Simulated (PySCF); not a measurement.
FIn, charge -1, doublet, at a GFN2-xTB geometry (such geometries of metal compounds can be far from the true shape) (a state made from the parent by changing its charge; the spin is typed, not shown lowest) (core potentials on In) (in this run its highest filled SCF level lies above zero, so its values depend strongly on the basis, on diffuse functions most of all). Base run: PBE0/def2-TZVP in PySCF.

Input for PySCF:
```python
from pyscf import gto, scf, dft

mol = gto.Mole()
mol.atom = '''
    In   -0.00000000   -0.00000000   -0.35901414
    F     0.00000000    0.00000000    1.95463254
'''
mol.basis = 'def2-tzvp'
mol.ecp = {'In': 'def2-tzvp'}
mol.charge = -1
mol.spin = 1
mol.verbose = 4
mol.build()

mf = dft.UKS(mol)
mf.xc = 'pbe0'
mf.kernel()
```

Variants of this job, named by their change:

```csv
change,basis functions,E (Eh),HOMO (eV)
base,81,-289.98137,1.36
basis = x2c-SVPall; relativity = spin-free X2C (without mol.ecp = {'In': 'def2-tzvp'}),50,-5979.85449,1.98
basis = jorge-DZP-DKH; relativity = none (without mol.ecp = {'In': 'def2-tzvp'}),63,-5781.54322,2.84
basis = x2c-SVPall; relativity = spin-free X2C; nucleus = Gaussian (with mol.nucmod = 'G'; without mol.ecp = {'In': 'def2-tzvp'}),50,-5979.74422,1.98
basis = x2c-SVPall; relativity = none (without mol.ecp = {'In': 'def2-tzvp'}),50,-5723.80465,1.31
basis = jorge-DZP-DKH; relativity = spin-free X2C; nucleus = Gaussian (with mol.nucmod = 'G'; without mol.ecp = {'In': 'def2-tzvp'}),63,-5975.36164,3.09
basis = ANO-RCC-VDZP; relativity = none (without mol.ecp = {'In': 'def2-tzvp'}),57,-5690.14696,1.33
basis = ANO-RCC-VDZP; relativity = spin-free X2C; nucleus = Gaussian (with mol.nucmod = 'G'; without mol.ecp = {'In': 'def2-tzvp'}),57,-5980.35476,1.90
basis = ANO-RCC-VDZP; relativity = spin-free X2C (without mol.ecp = {'In': 'def2-tzvp'}),57,-5980.50100,1.90
basis = jorge-DZP-DKH; relativity = spin-free X2C (without mol.ecp = {'In': 'def2-tzvp'}),63,-5975.48661,3.09
```

Total energies compare only within one method and basis.

Open shells are given as the SCF converged; they aren't shown to be the lowest states, and a large step between rows can be another state.

Basis sets contracted for a relativistic Hamiltonian are a mismatch without it, so the rows without relativity aren't non-relativistic limits. No row has spin-orbit coupling; sets with core potentials leave out the core electrons.
